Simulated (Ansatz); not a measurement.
A nudged elastic band was laid between two geometries of ClH5HfO3S (11 atoms, charge 0, multiplicity 1).

These are results of RKS PBE0-D4/def2-SVP (Ansatz), not measurements.

```
movable images  : 7
climbing image  : yes
spring          : 0.5 eV/Å²
optimiser       : quadratic models (default)
start path      : through a guess of the saddle point
force threshold : 0.03 eV/Å
iteration limit : 60
end points      : relaxed
```

First end point:

```xyz
11
Properties=species:S:1:pos:R:3
Hf 0.011 -0.094 0.278
Cl -0.069 -0.402 2.673
O 1.750 -0.333 -0.580
H 2.144 -0.944 -1.206
O -1.076 1.350 -0.413
H -1.677 1.784 -1.016
O -0.898 -1.671 -0.315
H -1.467 -2.418 -0.487
S 1.617 2.254 1.085
H 2.562 1.596 1.788
H 0.960 2.635 2.202
```

Last end point:

```xyz
11
Properties=species:S:1:pos:R:3
Hf -0.049 0.432 -0.178
Cl 1.818 -1.078 2.796
O 1.654 -0.236 -0.762
H 2.404 -0.830 -0.757
O -0.804 1.463 -1.606
H -1.206 1.889 -2.359
O -1.279 -0.888 0.456
H -1.778 -1.654 0.734
S 0.333 1.951 1.792
H 1.412 2.559 1.246
H 1.352 0.147 2.647
```

**Question.** Which bonds break or form, and what moves?

**Answer.** Bonds broken: Hf1–Cl2, S9–H11. Bonds formed: Cl2–H11. ClH5HfO3S becomes ClH + H4HfO3S.

**Question.** Give the energies along the band, and the barrier.

**Answer.** The run converged. The highest image is number 6 of 0 to 8, 0.83 eV above the first end and 0.06 eV above the last; the last end lies 0.77 eV above the first. Another band between the same ends (7 images) ends at a top of the same energy, where a vibrational analysis finds 1 clearly imaginary mode. The orbitals stay closed-shell, which can raise the energy where a bond breaks towards radicals; this wasn't checked here.

```tsv
image	path coordinate (Å)	energy (eV)	Hf1–Cl2 (Å)	S9–H11 (Å)	Cl2–H11 (Å)
0	0.00	0.00	2.42	1.35	3.24
1	1.18	0.01	2.42	1.35	2.95
2	2.36	0.01	2.42	1.35	3.17
3	3.54	0.09	2.43	1.35	3.09
4	4.69	0.27	2.46	1.35	2.80
5	5.83	0.43	2.52	1.36	2.31
6	6.96	0.83	2.90	1.80	1.45
7	7.56	0.79	3.37	2.12	1.34
8	8.16	0.77	3.82	2.24	1.32
```

**Question.** What is the geometry of the highest image?

**Answer.** 
```xyz
11
Properties=species:S:1:pos:R:3
Hf 0.105 0.275 -0.001
Cl 1.379 -0.889 2.331
O 1.707 -0.377 -0.862
H 2.400 -1.036 -0.796
O -0.610 1.424 -1.355
H -1.262 1.863 -1.898
O -1.320 -0.943 0.407
H -1.755 -1.757 0.655
S 0.470 2.102 1.836
H 1.611 2.556 1.269
H 1.131 0.537 2.423
```

Run time: 6.2 min on 4 threads of Intel(R) Xeon(R) 6975P-C (Granite Rapids) (shared host), peak memory 0.41 GiB.
